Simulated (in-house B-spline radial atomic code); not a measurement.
**TDHF excitations of P⁵⁺**

Method: TDHF. Computed with an all-electron radial atomic-structure program (B-spline basis): linear response of the closed shell [He] 2s2 2p6 with bare exchange (time-dependent Hartree-Fock); scalar-relativistic (spin-free one-electron X2C), finite nucleus, no spin-orbit coupling, no double excitations, S, P, D and F terms only. Only terms of natural parity with L up to 3 were computed.

Command:
```bash
python run_td.py task.json out
```
Settings (radii: box in bohr, nucleus in fm):
```
Z                        15
electrons                10
configuration            [He] 2s2 2p6
hamiltonian              x2c
method                   hf
box_radius               16.35
rms_radius               3.1889
intervals                72
```

Cost of the run: 0.5 s on 1 thread of Arm Neoverse N1, on a shared host.

The lowest states, in the order of their Tamm-Dancoff energies; the method's threshold (minus the highest occupied level) is 222.30 eV. Labels give the largest channel, * marks a mixed state, and oscillator strengths are full-response dipole values. Energies in eV:

```
     state  full response  Tamm-Dancoff  oscillator strength
2p → 3s 3P         136.54        136.59                    -
2p → 3s 1P         138.01        138.03                0.249
2p → 3p 3S         145.86        145.98                    -
2p → 3p 3D         148.24        148.30                    -
2p → 3p 1D         149.33        149.35                    -
2p → 3p 1S         155.84        156.35                    -
2p → 3d 3P         163.51        163.52                    -
2p → 3d 3F         164.17        164.21                    -
2p → 3d 1F         164.92        164.92                    -
2p → 3d 1P              ?             ?                    ?
2p → 4s 3P              ?             ?                    -
2p → 4s 1P         180.52        180.52                0.047
2p → 4p 3S         183.41        183.45                    -
2p → 4p 3D         184.36        184.37                    -
2p → 4p 1D         184.70        184.71                    -
2p → 4p 1S         186.87        187.04                    -
```

Q: Where does 2p → 4s 3P lie?

A: At 180.07 eV in full response, 180.08 eV in Tamm-Dancoff.

Q: Where does 2p → 3d 1P lie?

A: At 167.07 eV in full response, 167.19 eV in Tamm-Dancoff, oscillator strength 1.38.

Q: How large is the singlet-triplet splitting of 2p → 3s (P terms) in Tamm-Dancoff?

A: 1.44 eV, from the unrounded values.

Q: What polarisabilities and dispersion coefficient does the method give?

A: Dipole 0.1057 bohr³, quadrupole 0.0531 bohr⁵, C6 0.06373 hartree·bohr⁶ for two such species.
